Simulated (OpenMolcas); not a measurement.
Co4+, Rh4+, Ir4+: d⁵ down the group

```
Program             : OpenMolcas 26.06
Method              : MS-RASPT2, IPEA 0.25 Eh, imaginary shift 0.1 Eh
Basis               : ANO-RCC-VTZP
Scalar Hamiltonian  : DKH2, point nucleus
Spin-orbit coupling : state interaction with AMFI integrals over the reference wave functions, term energies averaged over their components
```

Active space for each ion: 11 electrons in 8 orbitals (RAS1 p, at most 2 holes; RAS2 d); closed shells correlated by CASPT2: Co4+ 3s; Rh4+ 4s; Ir4+ 5s.

Computed levels in cm-1 above ⁶S_5/2:

```
                               Level   Co4+   Rh4+   Ir4+
                              ⁴G_7/2  38960  26790  23660
                             ⁴G_11/2  38970  26910  25020
                              ⁴G_9/2  38990  27010  26060
                              ⁴P_1/2  43340  30730  27900
                              ⁴D_7/2  46980  32110  31230
                              ⁴D_1/2  47130  33310  35750
                             ²I_11/2  56750  38990  36710
                             ²I_13/2  56890  39750  40360
                           ²F_7/2(1)  62860  45910  51920
weight of ⁶S in the lowest level (%)    100     99     84
```

Mixed levels, with the weight of the term that names them: Rh4+ ⁴P_1/2 (69 %), Rh4+ ⁴D_1/2 (70 %), Rh4+ ²F_7/2(1) (65 %), Ir4+ ⁴G_7/2 (63 %), Ir4+ ⁴P_1/2 (60 %), Ir4+ ⁴D_7/2 (65 %), Ir4+ ⁴D_1/2 (66 %), Ir4+ ²I_11/2 (73 %), Ir4+ ²F_7/2(1) (63 %).

Measured, with the error of the calculation in %. Measured levels: Co4+ from Sugar and Corliss, J. Phys. Chem. Ref. Data 10, 1097 (1981).

```tsv
Level	Co4+
⁴G_11/2	37218 (+4.7)
⁴P_1/2	41024 (+5.6)
⁴D_7/2	44709 (+5.1)
⁴D_1/2	44908 (+4.9)
²F_7/2(1)	59455 (+5.7)
```

Without spin-orbit coupling ⁴G lies 38960, 26860, 24500 cm-1 above ⁶S in that order; the difference to the level ⁴G_7/2, of either sign, comes from spin-orbit coupling, which also lowers the zero.

CASPT2 breaks the degeneracy within a term, and the mean is taken; among the terms shown or strongly mixed into the levels shown the widest spread is 890 cm-1 (4d⁵ ²I, Rh4+). Active for correlation alone: 3p; no level in the range computed is led by a configuration that opens it, so any true level of that kind is missing (holds for Co4+). Active for correlation alone: 4p; no level in the range computed is led by a configuration that opens it, so any true level of that kind is missing (holds for Rh4+). Blocks of more than 70 roots (2S+1 = 2 even) ran without multistate coupling (holds for Ir4+). Active for correlation alone: 5p; no level in the range computed is led by a configuration that opens it, so any true level of that kind is missing (holds for Ir4+). Computed and measured levels are paired by configuration, term and J; levels that our copy of the source lacks, or whose pairing is in doubt (as where it misses far off the trend of its configuration), stay unpaired and out of the deviations. Levels of configurations outside the active space are missing.

A number in round brackets counts repeated terms of one configuration in the order of the reference energies.
